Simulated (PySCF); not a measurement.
Two species compared at the same levels of theory.

First species: C₄H₇NSi.
SMILES: `C#C/C=N\[SiH2]C`

Second species: C4H10Si.
Cartesian coordinates in Å at the GFN2-xTB level; atoms count from 1:
```xyz
15
C4H10Si angstrom
C      2.027   -0.272   -0.008
C      0.776    0.182    0.741
C     -0.339    0.537   -0.214
C     -1.111   -0.625   -0.857
Si    -2.163    0.454    0.268
H      2.814   -0.555    0.689
H      1.799   -1.128   -0.639
H      2.400    0.530   -0.641
H      1.024    1.049    1.360
H      0.445   -0.618    1.408
H     -0.037    1.309   -0.916
H     -0.820   -1.614   -0.528
H     -1.233   -0.587   -1.931
H     -2.505   -0.054    1.584
H     -3.082    1.399   -0.340
```

Levels: PBE0/def2-SVPD for dipole moment, HOMO energy, LUMO energy, HOMO–LUMO gap, static isotropic polarisability and electronic spatial extent ⟨r²⟩ about the centre of nuclear charge; TDDFT PBE0/def2-SVPD for lowest singlet excitation; TDA PBE0/def2-SVPD for lowest triplet excitation (Tamm–Dancoff); GFN2-xTB for rotational constant A and rotational constant C. Geometries: GFN2-xTB. Each structure is a single optimised conformer of the isolated species, non-relativistic unless stated. Electronic properties by PySCF.

The conformers computed, where there is a choice (atom-mapped SMILES and torsion angles):
- `[CH:1]#[C:2]/[CH:3]=[N:4]\[SiH2:5][CH3:6]`: C3–N4–Si5–C6 118°
- `[CH3:1][CH2:2][C@H:3]1[CH2:4][SiH2:5]1`: C1–C2–C3–C4 77°

(1) Which has the higher HOMO energy?

(2) Which of the two has the higher ⟨r²⟩, and by how much?

(3) Which of the two has the higher HOMO–LUMO gap, and by how much?

(4) Which has the higher LUMO energy?

(5) Which of the two has the higher rotational constant A, and by how much?

(6) Which of the two has the higher S1 energy, and by how much?

(7) Which of the two has the higher dipole moment, and by how much?

(8) Which has the higher static isotropic polarisability?

Results:

(1) The second: -6.61 eV against -7.25 eV, a difference of 0.64 eV.

(2) The first: 908 bohr² against 688 bohr², a difference of 220 bohr².

(3) The second: 6.89 eV against 5.46 eV, a difference of 1.43 eV.

(4) The second: 0.28 eV against -1.79 eV, a difference of 2.07 eV.

(5) The second: 9.846 GHz against 6.350 GHz, a difference of 3.496 GHz.

(6) The second: 6.10 eV against 3.60 eV, a difference of 2.50 eV.

(7) The first: 1.58 D against 0.14 D, a difference of 1.44 D.

(8) The first: 82.9 au against 77.1 au, a difference of 5.8 au.

On the first: No computed singlet falls in the visible range (750 to 380 nm, 1.65 to 3.26 eV); S1 lies 0.34 eV above its blue end. The vertical singlet–triplet gap S1 − T1 is 0.60 eV (TDDFT singlet less Tamm–Dancoff triplet; S1: HOMO→LUMO, weight 0.98; T1: HOMO→LUMO, weight 0.97).

On the second: The dipole equals about 0.5 × 10⁻³⁰ C·m (1 D = 3.33564 × 10⁻³⁰ C·m). The polarisability is 11.43 Å³ as a volume (1 au = 0.148185 Å³), or 1.61 au for each of the 48 electrons.
